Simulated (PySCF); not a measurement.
Electronic structure of Zr²³⁺ (zirconium, charge +23) at the UHF level

Configuration: [Ne] 3s2 3p5, 2P determinant. All numbers are calculated (PySCF 2.14, scalar relativity by spin-free X2C-1e, in an even-tempered Gaussian basis (18 s from 2.5 bohr⁻², ratio 2.5; 12 p from 3.2 bohr⁻², ratio 2.5; 5 d from 17 bohr⁻², ratio 2.7; 4 f from 25 bohr⁻², ratio 2.7)).

```
Total energy                                                  : -3265.526946 hartree
One-electron energy                                           : -3841.1469 hartree
Hartree (Coulomb) energy                                      : 657.6616 hartree
Exchange energy                                               : -82.0416 hartree
⟨S²⟩                                                          : 0.7511
⟨L²⟩                                                          : 2.003
Sum of ⟨r⟩                                                    : 4.045 bohr
Sum of ⟨r²⟩                                                   : 1.505 bohr²
Traceless quadrupole moment −½Σ⟨3z² − r²⟩ along its main axis : 0.0737 e·bohr²
```

```
shell  electrons  mean orbital energy (eV)  spread (eV)  rms radius, mean of both spins (bohr)
 1s α          1                  -19094.4            0                                 0.0426
 1s β          1                  -19091.4            0                                 0.0426
 2s α          1                   -3553.1            0                                  0.174
 2s β          1                   -3551.0            0                                  0.174
 2p α          3                   -3273.6        4.684                                  0.154
 2p β          3                   -3269.7        3.675                                  0.154
 3s α          1                   -1256.4            0                                  0.435
 3s β          1                   -1243.2            0                                  0.435
 3p α          3                   -1157.8        7.929                                  0.429
 3p β          2                   -1151.7            0                                  0.429
```

Spin-orbit coupling, absent here, splits the open shell strongly.

Densities and radii are taken from the X2C orbitals without a picture-change correction, which distorts them close to the nucleus.

Spin-orbit constants ζ (cm⁻¹) from the X2C one-electron operator on these orbitals: bare nucleus, nucleus screened by l(l+1)(2l+1)/3 electrons, and screened by the Breit-Pauli mean field of the electrons.

```tsv
shell	bare	screened nucleus	mean field
2p	478500	454600	444100
3p	102400	97240	95010
```

To first order the Landé constant is A = -95010 cm⁻¹, so the lowest level has J = 3/2 and lies 5.89 eV below the centre of the term.
